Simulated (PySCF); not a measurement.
Compound: thianthrene, C12H8S2.
SMILES: `C1=CC=C2SC3=CC=CC=C3SC2=C1`

The closed-shell ground state was solved at several levels (PySCF, density fitting, gas phase, non-relativistic). Geometry: PBE0-D3(BJ)/def2-SVP, one conformer, isolated molecule.

```
              level  basis functions  HOMO (eV)  LUMO (eV)  gap (eV)  dipole (D)
      PBE0/pcSseg-1              292      -6.22      -0.92      5.30        1.64
CAM-B3LYP/def2-SVPD              358      -7.35       0.14      7.49        1.64
```

Task: Estimate the row for B97-2/pcSseg-1, a basis of 292 functions; the other rows only guide the guess.

Result: HOMO -5.99 eV, LUMO -0.94 eV, gap 5.05 eV, dipole 1.62 D.

Task: Over all these levels, which gives the widest orbital gap and which the narrowest?

Result: CAM-B3LYP/def2-SVPD (range-separated hybrid) has the widest, 7.49 eV, and B97-2/pcSseg-1 (global hybrid, 21 % exact exchange) the narrowest, 5.05 eV. Functional and basis both differ between the two, so the spread mixes both effects.

Task: How far do the dipole and the HOMO energy spread over the levels?

Result: The dipole runs from 1.62 to 1.64 D (mean 1.64 D) and the HOMO from -7.35 to -5.99 eV.
